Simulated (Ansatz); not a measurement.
Born–Oppenheimer molecular dynamics of CH₈BClOSi₂ (14 atoms, charge 0, multiplicity 1). It starts at the highest image of a converged band, a first-order saddle point between two minima.

All numbers below come from RKS LDA/6-31G* in Ansatz.

| Item | Value |
| --- | --- |
| ensemble | NVE (velocity Verlet) |
| time step | 0.5 fs |
| steps asked | 200 |
| starting velocities drawn for | 300 K |
| seed | 2661 |

First frame:

```xyz
14
Properties=species:S:1:pos:R:3
O -2.878 0.940 -1.405
Si -1.609 0.927 -0.326
Si -0.602 -1.187 -0.142
B 1.234 -1.232 0.385
C 2.069 0.115 0.206
Cl 1.721 1.265 1.554
H -2.644 0.854 -2.349
H -2.211 1.339 0.982
H -0.510 1.887 -0.708
H -1.535 -2.296 0.270
H 0.207 -0.983 1.296
H 1.749 -2.256 0.761
H 3.156 -0.070 0.226
H 1.838 0.667 -0.723
```

Q: How far do the bonds stretch over the last three quarters of this one trajectory? (Pairs bonded in most of those frames.)

A: 
| bond | mean (Å) | spread (Å) | shortest | longest |
| --- | --- | --- | --- | --- |
| O1–Si2 | 1.671 | 0.029 | 1.63 | 1.72 |
| O1–H7 | 0.976 | 0.005 | 0.96 | 0.98 |
| Si2–Si3 | 2.358 | 0.034 | 2.30 | 2.41 |
| Si2–H8 | 1.502 | 0.007 | 1.49 | 1.51 |
| Si2–H9 | 1.515 | 0.051 | 1.44 | 1.59 |
| Si3–B4 | 1.925 | 0.041 | 1.86 | 1.99 |
| Si3–H10 | 1.513 | 0.041 | 1.45 | 1.57 |
| Si3–H11 | 1.698 | 0.049 | 1.59 | 1.76 |
| B4–C5 | 1.597 | 0.024 | 1.56 | 1.64 |
| B4–H11 | 1.383 | 0.041 | 1.30 | 1.45 |
| B4–H12 | 1.208 | 0.016 | 1.18 | 1.23 |
| C5–Cl6 | 1.813 | 0.024 | 1.77 | 1.84 |
| C5–H13 | 1.105 | 0.016 | 1.08 | 1.13 |
| C5–H14 | 1.106 | 0.010 | 1.09 | 1.12 |

Mean temperature of the second half: 158 K. The conserved energy stayed within 0.092 meV per atom of its start (net change 0.066 meV per atom), so the integration is sound. A run of 0.1 ps of so small a system gives no equilibrium averages. The orbitals stay closed-shell, which can raise the energy where a bond breaks towards radicals; this wasn't checked here.

Time of the run: 4.5 min on 2 threads of Intel(R) Xeon(R) Platinum 8488C (Sapphire Rapids), on a shared host, peak memory 0.18 GiB.
